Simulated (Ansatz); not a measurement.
The same ligand exchange along the group F, Cl, Br, I.

Isolated molecules relaxed with PBE0-D4/def2-TZVP in Ansatz; ΔE leaves out vibrations. CCSD(T)/CBS is the MP2 limit (def2-TZVPP, def2-QZVPP) plus CCSD(T) − MP2 in def2-TZVPP, frozen cores. This one scheme is used for every species. DFT in def2-TZVPP. def2 core potentials past Kr. For Br, Ge, I outer-core shells are correlated without core-valence functions, which leaves a few kJ/mol of doubt a bond. Scalar relativity is left out up to krypton. Each species was taken in one conformer, which may not be the lowest.

```tsv
reaction	CCSD(T)/CBS(def2) (kJ/mol)
`F[SiH2][SiH3]` + `[NH2][GeH3]` → `[SiH3][SiH2][NH][GeH3]` + H–F	65
`[SiH3][SiH2]Cl` + `[NH2][GeH3]` → `[SiH3][SiH2][NH][GeH3]` + HCl	39
`[SiH3][SiH2]Br` + `[NH2][GeH3]` → `[SiH3][SiH2][NH][GeH3]` + HBr	41
`[SiH3][SiH2]I` + `[NH2][GeH3]` → `[SiH3][SiH2][NH][GeH3]` + HI	?
```

Fill in the missing values. (An estimate is asked.)

Computed: `[SiH3][SiH2]I` + `[NH2][GeH3]` → `[SiH3][SiH2][NH][GeH3]` + HI: +38.7 kJ/mol.

Largest T1 diagnostic: 0.012, for `F[SiH2][SiH3]`.
